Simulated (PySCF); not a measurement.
Vertical excitations of a molecule C₆H₆ from TDDFT-CAM-B3LYP/def2-SVPD run with PySCF, as energy in eV (oscillator strength): 5.47 (0.000), 6.19 (0.000), 7.15 (0.617), 7.15 (0.617), 7.30 (0.000), 7.30 (0.000), 7.82 (0.092), 7.91 (0.000), 7.96 (0.000), 7.96 (0.000). Lowest triplet (TDA): 4.08 eV. Coordinates come from a B3LYP-D3(BJ)/def2-SVP optimisation. One conformer was computed; it need not be the lowest.

Q: Pick the molecule that these values belong to.
A) C#C[C@H]1C=CC1
B) C#CC1=CCC1
C) c1ccccc1
D) C#CC(C)C#C

A: C, c1ccccc1
